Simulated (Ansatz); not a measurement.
`C[SiH](O)C(N)=O` + `F[SiH2][SnH3]` → `C[SiH](O)[SnH3]` + `NC(=O)[SiH2]F`  (redistribution)

Isolated molecules relaxed with PBE0-D4/def2-TZVP in Ansatz; ΔE leaves out vibrations. CCSD(T)/CBS is the MP2 limit (def2-TZVPP, def2-QZVPP) plus CCSD(T) − MP2 in def2-TZVPP, frozen cores. DFT in def2-TZVPP. B3LYP here is the variant with VWN-RPA as its local correlation; programs differ in this. Elements past krypton have def2 core potentials. For Sn outer-core shells are correlated without core-valence functions, which leaves a few kJ/mol of doubt a bond. Each species was taken in one conformer, which may not be the lowest.

(1) Is it downhill or uphill in electronic energy at CCSD(T)/CBS, and by how much? (Best estimate.)

(2) What do these levels give: PBE-D4, PBE0-D4, B3LYP-D4, ωB97M-V, PBE0, SCS-MP2/def2-TZVPP? (Estimate.)

Largest T1 diagnostic among the species: 0.015.

## Answers

(1) Ansatz gave: Uphill: ΔE = +5.6 kJ/mol.

(2) Computed: PBE-D4 5.6, PBE0-D4 7.6, B3LYP-D4 5.7, ωB97M-V 8.6, PBE0 7.7, SCS-MP2/def2-TZVPP 4.1 kJ/mol.
